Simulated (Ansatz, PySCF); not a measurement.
Energy difference 3 R1 + R2 → 3 P1 + P2, each structure at its B3LYP-D3(BJ)/def2-TZVP stationary point, reached from a drawn start (curvature not checked).
P1, H2 (SMILES [H][H]) (charge 0, multiplicity 1):
```xyz
2

H      0.0000     0.0000     0.3720
H      0.0000     0.0000    -0.3720
```
R1, HF (SMILES F) (charge 0, multiplicity 1):
```tsv
atom	x (Å)	y (Å)	z (Å)
F	0.0000	0.0000	0.4622
H	0.0000	0.0000	-0.4622
```
R2: SiH4 (SMILES [SiH4]), charge 0, multiplicity 1.
P2: F3HSi (SMILES F[SiH](F)F), charge 0, multiplicity 1.

P less R. No zero-point or thermal terms.

Run with Ansatz (Gaussian basis) for Hartree–Fock, density functionals and correlated methods; PySCF for the D3/D4 terms. Each number belongs to the level named beside it.

Question: One of these levels gives -84.80 kcal/mol for the reaction energy. Which?
(A) PBE-D3(BJ)/def2-TZVPP
(B) r2SCAN/def2-TZVPP
(C) HF/cc-pV(D+d)Z

Answer: A, PBE-D3(BJ)/def2-TZVPP. The others give -72.25 (HF/cc-pV(D+d)Z), -95.04 (r2SCAN/def2-TZVPP)

Ansatz is a program for electronic structure.
